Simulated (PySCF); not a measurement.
octafluoropropane (C₃F₈), SMILES C(C(F)(F)F)(F)(F)C(F)(F)F.

The structure is a stationary point at PBE-D3(BJ)/def2-SVP.

Two levels are set side by side: PBE/def2-SVP (PySCF) and ωB97X/def2-SVP (PySCF). Same geometry, gas phase. Differences are taken from unrounded values.

| quantity | ωB97X |
|---|---|
| orbital gap (eV) | 16.94 |
| highest occupied level (eV) | -13.31 |
| lowest empty level (eV) | 3.63 |
| dipole moment (D) | 0.09 |
| mean polarisability (bohr³) | 32.6 |

**Question.** What does PBE give, and how far is it from ωB97X? (The exact figures need the calculation; the answer reports its results.)

**Answer.** 
```
quantity                       PBE  PBE minus ωB97X
---------------------------  -----  ---------------
orbital gap (eV)              8.79            -8.15
highest occupied level (eV)  -8.71             4.60
lowest empty level (eV)       0.08            -3.55
dipole moment (D)             0.09            -0.01
mean polarisability (bohr³)   34.3              1.8
```

PBE's occupied levels lie high since its potential decays too fast outside the molecule; exact exchange lowers them and widens the gap. Loosely held outer electrons make PBE densities more polarisable. Differences between two approximate levels are no errors against the true value.

Rough cost on one machine, each run with all the roots and properties that it gave: ωB97X against PBE within a factor of 2.
